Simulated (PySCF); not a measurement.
One of the candidates below gave these computed data.

All candidates are C8H16Si.

- 1H NMR: chemical shifts (computed TMS as zero) by class: 4.23 (3 H), 2.46 (2 H), 1.53 (2 H), 1.46 (2 H), 1.38 (2 H), 1.20 (2 H), 1.07 (3 H) ppm [GIAO PBE0/pcSseg-1]
- Dipole: 1.19 D [PBE0/pcSseg-1]
- 13C NMR: chemical shifts (computed TMS as zero) by class: 120.4 (1 C), 79.3 (1 C), 38.0 (1 C), 34.8 (1 C), 33.8 (1 C), 28.7 (1 C), 23.7 (1 C), 17.4 (1 C) ppm [GIAO PBE0/pcSseg-1]
- NMR, other nuclei: isotropic shieldings of nuclei other than C and H, by class: 449 (1 Si) ppm [GIAO PBE0/pcSseg-1]
- Rotational structure: rotational constants A, B, C: 2.051, 0.422, 0.362 GHz [GFN2-xTB]

Electronic properties: PySCF, gas phase, density fitting. Levels stand in brackets. The structure is a single GFN2-xTB conformer in the gas phase; no vibrational or solvent corrections. GFN2-xTB frequencies show an imaginary mode (24i cm⁻¹), so this geometry is no minimum at that level. Each NMR value is the plain mean over a class of atoms that symmetry, rotation or inversion makes alike.

Task: Which candidate is it?
A. `C#C[C@@](C)(CC)C[SiH2]C`
B. `C1CCC([C@@H]2CC[SiH2]2)C1`
C. `CC(C)(C)[C@H]1C=CC[SiH2]1`
D. `CCCCCCC#C[SiH3]`
E. `C=CC[C@@H]1C[SiH2][C@@H](C)C1`

Result: D. It is `CCCCCCC#C[SiH3]`. Numbering: `[CH3:1][CH2:2][CH2:3][CH2:4][CH2:5][CH2:6][C:7]#[C:8][SiH3:9]`. Its formula, C8H16Si, gives 2 degrees of unsaturation: 0 rings and 2 π bonds in the structure found. 8 carbons fall into 8 classes; from least to most shielded: alkyne carbon [C7] (120.4 ppm), alkyne carbon [C8] (79.3 ppm), chain CH2 carbon [C3] (38.0 ppm), chain CH2 carbon [C4] (34.8 ppm), chain CH2 carbon [C5] (33.8 ppm), chain CH2 carbon [C2] (28.7 ppm), propargylic carbon [C6] (23.7 ppm), methyl carbon [C1] (17.4 ppm). Hydrogen classes from least to most shielded: 3 H on an SiH3 silicon, Si9 (4.23 ppm), 2 H on a propargylic carbon, C6 (2.46 ppm), 2 H on a chain CH2 carbon, C4 (1.53 ppm, a mean of values up to 1.1 ppm apart in this geometry), 2 H on a chain CH2 carbon, C5 (1.46 ppm), 2 H on a chain CH2 carbon, C2 (1.38 ppm), 2 H on a chain CH2 carbon, C3 (1.20 ppm), 3 H on a methyl carbon, C1 (1.07 ppm). The other shieldings belong to: 449 ppm, SiH3 silicon [Si9]. The optimised geometry has point group C1 and is an asymmetric top.

The others, at the same levels:
- `CC(C)(C)[C@H]1C=CC[SiH2]1` fails: it has 6 carbon classes against 8; its computed 13C shifts are 142.2 (1 C), 139.5 (1 C), 48.8 (1 C), 34.1 (1 C), 31.4 (3 C), 16.7 (1 C) ppm, 1H shifts are 6.19 (1 H), 6.19 (1 H), 4.46 (1 H), 4.24 (1 H), 2.21 (1 H), 1.73 (1 H), 1.73 (1 H), 1.01 (9 H) ppm and rotational constant A is 2.224 GHz (against 2.051 GHz).
- `C1CCC([C@@H]2CC[SiH2]2)C1` fails: its computed 13C shifts are 46.3 (1 C), 38.6 (1 C), 35.7 (1 C), 34.7 (1 C), 31.6 (1 C), 30.6 (1 C), 28.8 (1 C), 4.6 (1 C) ppm, 1H shifts are 4.81 (1 H), 4.57 (1 H), 2.56 (1 H), 2.12 (1 H), 2.02 (1 H), 1.95 (1 H), 1.75 (1 H), 1.71 (1 H), 1.62 (1 H), 1.52 (1 H), 1.38 (1 H), 1.37 (1 H), 1.36 (1 H), 1.32 (1 H), 1.24 (1 H), 0.62 (1 H) ppm and rotational constant A is 2.967 GHz (against 2.051 GHz).
- `C=CC[C@@H]1C[SiH2][C@@H](C)C1` fails: its computed 13C shifts are 148.7 (1 C), 121.5 (1 C), 49.2 (1 C), 48.1 (1 C), 41.2 (1 C), 21.5 (1 C), 20.0 (1 C), 17.6 (1 C) ppm, 1H shifts are 6.13 (1 H), 5.40 (1 H), 5.29 (1 H), 4.32 (1 H), 3.94 (1 H), 2.70 (1 H), 1.75 (1 H), 1.55 (1 H), 1.54 (1 H), 1.50 (1 H), 1.32 (1 H), 1.19 (1 H), 1.16 (3 H), 0.08 (1 H) ppm and rotational constant A is 2.654 GHz (against 2.051 GHz).
- `C#C[C@@](C)(CC)C[SiH2]C` fails: its computed 13C shifts are 97.4 (1 C), 77.9 (1 C), 43.8 (1 C), 33.3 (1 C), 33.0 (1 C), 23.8 (1 C), 11.7 (1 C), -5.0 (1 C) ppm, 1H shifts are 4.37 (1 H), 4.15 (1 H), 1.65 (1 H), 1.58 (1 H), 1.43 (1 H), 1.35 (3 H), 1.26 (1 H), 1.24 (3 H), 0.42 (3 H), 0.34 (1 H) ppm and rotational constant A is 1.849 GHz (against 2.051 GHz).

Each candidate is one conformer, not necessarily the lowest. The conformers computed, where there is a choice (atom-mapped SMILES and torsion angles):
- `[CH3:1][CH2:2][CH2:3][CH2:4][CH2:5][CH2:6][C:7]#[C:8][SiH3:9]`: C1–C2–C3–C4 178°, C2–C3–C4–C5 -177°, C3–C4–C5–C6 180°, C4–C5–C6–C7 65°
- `[CH:1]#[C:2][C@@:3]([CH3:4])([CH2:5][CH3:6])[CH2:7][SiH2:8][CH3:9]`: C2–C3–C5–C6 60°, C2–C3–C7–Si8 68°, C3–C7–Si8–C9 -55°

The conformers of `CC(C)(C)[C@H]1C=CC[SiH2]1`, `C1CCC([C@@H]2CC[SiH2]2)C1` and `C=CC[C@@H]1C[SiH2][C@@H](C)C1` aren't listed.
